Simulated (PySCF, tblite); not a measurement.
Compound: C₄H₈AlClS₂.
Structure used (GFN2-xTB), in Å, numbered top down from 1:
```
atom  x, y, z in Å
C1    -2.0239    0.4667   -0.3935
C2    -0.7196    0.6965    0.3612
C3     0.0229   -0.5938    0.6901
C4     0.5050   -1.3686   -0.5354
S5     1.7313   -0.4863   -1.5895
Al6    2.7063    0.4220    0.1718
Cl7    4.4118    1.4883    0.2631
S8     1.4188   -0.2229    1.8464
H9    -1.8392    0.0712   -1.3886
H10   -2.5570    1.4079   -0.5002
H11   -2.6605   -0.2297    0.1480
H12   -0.0551    1.3424   -0.2320
H13   -0.9301    1.2149    1.2986
H14   -0.6340   -1.2592    1.2589
H15   -0.3410   -1.5882   -1.1860
H16    0.9567   -2.3107   -0.2244
```

Jobs on this species (16 atoms, 94 electrons) with PySCF (density fitting) and tblite. Hardware of each: one thread, Arm Neoverse V1 (aarch64) (shared host). Other jobs ran on the host; a repeat could differ by tens of per cent or more.

Problem. Rank these jobs by wall time, shortest first.
A. CAM-B3LYP/def2-SVPD; 8 singlets by full TDDFT, 3 Tamm–Dancoff triplets, polarisability; 249 basis functions
B. PBE0/pcSseg-1; shieldings, ring-centre shieldings, charges and field gradients, density and orbital grids written; 204 basis functions
C. GFN2-xTB; Hessian by finite differences

Solution. C (0.8 s), B (54 s), A (88 s).

All jobs:

```tsv
level and settings	work	basis functions	SCF cycles	wall time
GFN2-xTB	Hessian by finite differences	–	–	0.8 s
GFN2-xTB	L-BFGS relaxation	–	–	0.88 s
PBE0/pcSseg-1	shieldings, ring-centre shieldings, charges and field gradients, density and orbital grids written	204	12	54 s
CAM-B3LYP/def2-SVPD	8 singlets by full TDDFT, 3 Tamm–Dancoff triplets, polarisability	249	13	88 s
```

Problem. What do all jobs in the table cost together?

Solution. About 2.4 min; the longest takes about 61 % of that, and about 110 times as long as the shortest.
